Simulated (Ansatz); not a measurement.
The cluster Na7S3⁺. Charge 1, multiplicity 1. Geometry r2SCAN-D4/def2-SVP, basis def2-TZVP, Ansatz.

Cartesian coordinates in Å:
```
Na 3.3140 -3.0632 -2.5037
Na -2.7031 0.4705 0.7567
Na -0.8946 -0.1811 5.0815
Na 0.4328 -0.5879 0.4616
Na 1.4164 1.2577 -2.1183
Na -0.4385 2.5244 1.2265
Na -0.8429 -0.7997 -2.6004
S -1.0277 1.3767 -1.0920
S -0.8806 0.3570 2.6538
S 1.6240 -1.3545 -1.8656
```

```tsv
run	HOMO (eV)	LUMO (eV)
A	-9.36	-2.09
B	-6.32	-3.58
C	-7.19	-3.60
D	-6.48	-4.28
E	-6.32	-4.22
F	-8.04	-3.23
```

Another isomer (singlet) lies 0.18 eV lower at PBE0-D4/def2-TZVP; other spin states weren't run for this one.

Q: The runs used BHLYP, HF, LDA (SPW92), PBE, PBE0, r2SCAN. Estimate which is which.

A: A HF (100 % exact exchange); B r2SCAN (0 % exact exchange); C PBE0 (25 % exact exchange); D LDA (SPW92) (0 % exact exchange); E PBE (0 % exact exchange); F BHLYP (50 % exact exchange). Exact exchange lowers occupied and raises empty levels; among semilocal functionals meta-GGAs tend to open the gap a little, and such runs are hard to tell apart. The gap grows from 2.10 eV (PBE) to 7.27 eV (HF).
